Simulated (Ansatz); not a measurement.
# One step, two centres

Four-centre ligand exchange, with the central atom changed down its group and all else kept; in the first member these bonds form or tighten: As–Si, C–H; these break or loosen: As–H, C–Si.

Gas-phase electronic energies, without zero-point energy, by CCSD(T) at an estimated basis limit (MP2 extrapolated from triple and quadruple zeta, plus CCSD(T) − MP2 in triple zeta); Ansatz 0.2.0, def2-TZVPP and QZVPP, frozen cores, on PBE0-D4/def2-TZVP structures. Extrapolation: Hartree–Fock as exp(−7.88 √X), correlation as X^−2.97. All energies, in kcal/mol, count from the separated reactants, without counterpoise correction; the start and end structures are the complexes reached by relaxing down from the saddle, and deeper ones may exist. Brackets give SMILES, or, where every atom is bracketed, only which atoms are joined. Steps whose reference was doubtful or whose search ended elsewhere are left out.

| reactants | products | start structure | saddle | end structure | saddle by PBE0-D4/TZ |
| --- | --- | --- | --- | --- | --- |
| CH₆Si ([CH3][SiH3]) + AsH₃ | SiAsH₅ ([SiH3][AsH2]) + CH₄ | -1.47 | 66.02 | -9.96 | 60.47 |
| CH₆Ge ([CH3][GeH3]) + AsH₃ | GeAsH₅ ([GeH3][AsH2]) + CH₄ | -1.57 | ? | -14.35 | 64.09 |

(1) What is the height of the saddle for CH₆Ge ([CH3][GeH3]) + AsH₃? (Judge from chemistry; the value comes from the calculation.)

(2) How do the PBE0-D4 saddles lie against the coupled-cluster estimate?

T1 diagnostic: at most 0.013. The filled d shells of As, Ge are correlated in sets not built for that, so values that involve them are less sure.

For scale, one of the runs: CCSD(T)/def2-TZVPP, 253 basis functions, launched by `ansatz run in.yaml --threads 8 --pin off --events-out ev --progress --plain --max-ram 19148MiB`. Time: 2.7 min of wall clock on 8 CPU threads of an Arm Neoverse V2; the host was shared. Peak host memory: 5.7 GiB.

Answers

(1) The calculation gives: 69.60 kcal/mol relative to the separated reactants, the higher of the two; above its start structure the barrier is 69.60 − (-1.57) ≈ 71.16 kcal/mol.

(2) Both lower, by 5.51 to 5.55 kcal/mol.
